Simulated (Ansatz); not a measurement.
F4Ga2H2O2, SMILES `[F][Ga-]1([F])[OH+][Ga-]([F])([F])[OH+]1`. The species carries charge 0 and has multiplicity 1.

```xyz
10

F     2.361    0.934   -1.061
Ga    0.641    0.688   -1.093
F    -0.316    1.257   -2.428
O    -0.273    1.111    0.538
Ga   -0.641   -0.687    1.094
F    -2.361   -0.935    1.061
F     0.317   -1.258    2.427
O     0.272   -1.110   -0.538
H    -0.992    1.748    0.517
H     0.992   -1.748   -0.517
```

Q: List the harmonic frequencies (cm⁻¹, unscaled) at PBE0-D4/def2-TZVP in Ansatz. (An estimate is asked.)

A: The calculation gave: 53, 78, 117, 131, 155, 167, 169, 179, 216, 255, 437, 442, 452, 528, 528, 629, 671, 688, 729, 738, 927, 930, 3880, 3880.

Q: Is this a minimum?

A: Yes, all 24 modes are real.

Q: Give the ideal-gas thermochemistry at 298.15 K and 1 bar (rigid rotor, harmonic oscillator; point group C2h, symmetry number 2).

A: Zero-point energy 101.6 kJ/mol; H(298) − E = 133.4 kJ/mol; entropy 440.1 J/(mol·K), of which translation 177.7, rotation 121.1, vibration 141.3; G(298) − E = 2.2 kJ/mol. Modes under 100 cm⁻¹ are hindered rotations or soft bends, so the harmonic entropy is rough.

Q: Rotational constants (cm⁻¹)?

A: 0.07221, 0.0225, 0.01942.
